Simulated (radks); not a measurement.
Values are calculated unless marked as measured or tabulated.
Question: Radial electron density D(r) = 4 pi r^2 rho(r) of an atom or ion with 45.5 electrons. Code: a radial shooting solver on a logarithmic mesh with Libxc functionals. Model: scalar-relativistic Kohn-Sham, SCAN, spin-unpolarised, spherical densities, finite nucleus; meta-GGA in the generalised Kohn-Sham scheme; Fermi nuclear charge, rms radius of each element as measured or else 0.836 A^(1/3) + 0.57 fm.

r (bohr)  D(r) (e/bohr)
0.003652          9.677
0.004252          12.22
0.00491           15.11
0.005717          18.73
0.006602          22.70
0.007686          27.45
0.008947          32.67
0.01033           37.89
0.01203           43.41
0.01389           48.32
0.01617           52.72
0.01868           55.72
0.02174           57.27
0.02511           57.06
0.02924           55.26
0.03376           52.65
0.03931           50.05
0.04539           48.94
0.05285           50.32
0.06152           54.74
0.07105           60.99
0.08271           67.71
0.09552           71.61
0.1112            70.91
0.1284            65.38
0.1495            56.64
0.1727            49.49
0.201             46.73
0.2321            49.34
0.2703            54.52
0.3146            56.73
0.3634            52.36
0.423             41.40
0.4885            29.04
0.5687            19.08
0.6568            14.81
0.7646            14.62
0.883             15.59
1.028             15.27
1.187             13.13
1.382             9.844
1.596             6.852
1.858             4.466
2.163             2.858
2.498             1.876
2.908             1.208
3.359            0.7881
3.91             0.4869
4.516            0.2942
5.257            0.1612
6.072           0.08372
7.068           0.03759
8.163           0.01560
9.503          0.005334
10.97          0.001659
12.78         0.0004060

What is the nuclear charge?

Answer: Z = 45. The innermost maximum, from 1s, lies near gamma/Z bohr with gamma = sqrt(1 - (Z/c)^2) = 0.945, here 0.021 bohr (found: 0.0230), and its height grows with Z. The density is that of the rhodium anion Rh0.5- in [Kr] 4d8.5 5s1; the configuration itself is not fixed sharply by these data, and Z only to a few units. D(r) has 4 maxima, at r = 0.0230, 0.101, 0.307, 0.934 bohr, and minima at 0.0458, 0.199, 0.711 bohr, inside which lie 2.03, 11.11, 29.07 electrons.
